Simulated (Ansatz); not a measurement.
Isolated molecules relaxed with PBE0-D4/def2-TZVP in Ansatz; ΔE leaves out vibrations. CBS: MP2 limit from def2 TZ/QZ plus the TZ coupled-cluster correction, frozen cores. Double bonds are as drawn, so ΔE can hold a change between cis and trans. DFT in def2-TZVPP. B3LYP here is the variant with VWN-RPA as its local correlation; programs differ in this. One conformer a species, not always the lowest.

Reaction (redistribution): `CB(N)N` + `[SiH3]/C=C/C[SiH3]` → `CB(N)C[SiH3]` + `N/C=C/[SiH3]`

```json
{"level": "PBE-D4", "ΔE (kJ/mol)": "61.0", "difference from CCSD(T)/CBS": "-15.8"}
{"level": "r2SCAN-D4", "ΔE (kJ/mol)": "64.4", "difference from CCSD(T)/CBS": "-12.4"}
{"level": "PBE0-D4", "ΔE (kJ/mol)": "64.9", "difference from CCSD(T)/CBS": "-11.9"}
{"level": "ωB97X-V", "ΔE (kJ/mol)": "69.4", "difference from CCSD(T)/CBS": "-7.4"}
{"level": "ωB97M-V", "ΔE (kJ/mol)": "70.6", "difference from CCSD(T)/CBS": "-6.2"}
{"level": "PBE", "ΔE (kJ/mol)": "61.5", "difference from CCSD(T)/CBS": "-15.3"}
{"level": "r2SCAN", "ΔE (kJ/mol)": "64.5", "difference from CCSD(T)/CBS": "-12.3"}
{"level": "PBE0", "ΔE (kJ/mol)": "65.5", "difference from CCSD(T)/CBS": "-11.3"}
{"level": "B3LYP", "ΔE (kJ/mol)": "71.5", "difference from CCSD(T)/CBS": "-5.3"}
{"level": "HF/def2-TZVPP", "ΔE (kJ/mol)": "81.8", "difference from CCSD(T)/CBS": "5.0"}
{"level": "CCSD/def2-TZVPP", "ΔE (kJ/mol)": "77.6", "difference from CCSD(T)/CBS": "0.8"}
{"level": "CCSD(T)/def2-TZVPP", "ΔE (kJ/mol)": "75.8", "difference from CCSD(T)/CBS": "-1.0"}
{"level": "SCS-MP2/def2-QZVPP", "ΔE (kJ/mol)": "78.8", "difference from CCSD(T)/CBS": "2.0"}
{"level": "HF/CBS(def2)", "ΔE (kJ/mol)": "82.4", "difference from CCSD(T)/CBS": "5.6"}
{"level": "MP2/CBS(def2)", "ΔE (kJ/mol)": "77.1", "difference from CCSD(T)/CBS": "0.3"}
{"level": "CCSD/CBS(def2)", "ΔE (kJ/mol)": "78.7", "difference from CCSD(T)/CBS": "1.9"}
{"level": "CCSD(T)/CBS", "ΔE (kJ/mol)": "76.8", "difference from CCSD(T)/CBS": "0"}
```

Largest T1 diagnostic among the species: 0.012.

In def2-TZVPP, CCSD(T) changes the Hartree–Fock value by −6.0 kJ/mol (the triples alone add −1.8 kJ/mol) and MP2 by −5.7 kJ/mol. From PBE to PBE0 (25 % exact exchange), in def2-TZVPP and without D4, ΔE moves by +4.0 kJ/mol.
